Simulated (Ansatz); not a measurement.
Consider the ligand exchange at the In–Cl bond: `[OH][InH][Cl]` + CH₃NH₂ → `C[NH][InH][OH]` + HCl.

Gas-phase electronic energies from Ansatz, PBE0-D4/def2-TZVP geometries. CBS: MP2 limit from def2 TZ/QZ plus the TZ coupled-cluster correction, frozen cores. This one scheme is used for every species. Functionals use def2-TZVPP. B3LYP here is the variant with VWN-RPA as its local correlation; programs differ in this. def2 core potentials past Kr. For In outer-core shells are correlated without core-valence functions, which leaves a few kJ/mol of doubt a bond. Each species was taken in one conformer, which may not be the lowest.

Task: Is it downhill or uphill in electronic energy at CCSD(T)/CBS, and by how much? (Best estimate.)

Result: Ansatz gave: Uphill: ΔE = +1.16 eV.

Task: What do these levels give: r2SCAN-D4, ωB97M-V, r2SCAN, B3LYP, MP2/def2-TZVPP, MP2/def2-QZVPP? (Best estimate.)

Result: Ansatz gave: r2SCAN-D4 1.26, ωB97M-V 1.24, r2SCAN 1.28, B3LYP 1.28, MP2/def2-TZVPP 1.14, MP2/def2-QZVPP 1.14 eV.

Largest T1 diagnostic among the species: 0.016.

The D4 term adds −0.05 eV with B3LYP and −0.03 eV with PBE0; it sums over pairs of atoms, weighted by their polarisabilities, and B3LYP, whose exchange is more repulsive, gets the larger term. In def2-TZVPP, CCSD(T) changes the Hartree–Fock value by −0.34 eV (the triples alone add −0.04 eV) and MP2 by −0.35 eV. From PBE to PBE0 (25 % exact exchange), in def2-TZVPP and without D4, ΔE moves by +0.06 eV.
